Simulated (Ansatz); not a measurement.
Ansatz (a first-principles code) input:

Ansatz 0.2 input:
```yaml
crystal:
  periodic: [false, false, false]
  atoms:
    - {symbol: Be, position_ang: [0.15407420, 0.14286627, 0.01800058]}
    - {symbol: H, position_ang: [0.21621437, -0.96451612, 0.86310910]}
    - {symbol: H, position_ang: [-0.83251117, 0.39305104, -0.93511142]}
basis:
  gaussian:
    orbitals: STO-3G
total_charge: -1
magnetization: {spin_polarized: true, initial_magnetization: 1}
correlation: {method: fci, electrons: outside_noble_gas}
```

### Question
Predict the final energy.

### Answer
-15.42110 Eh (FCI/STO-3G). The basis has 7 functions.
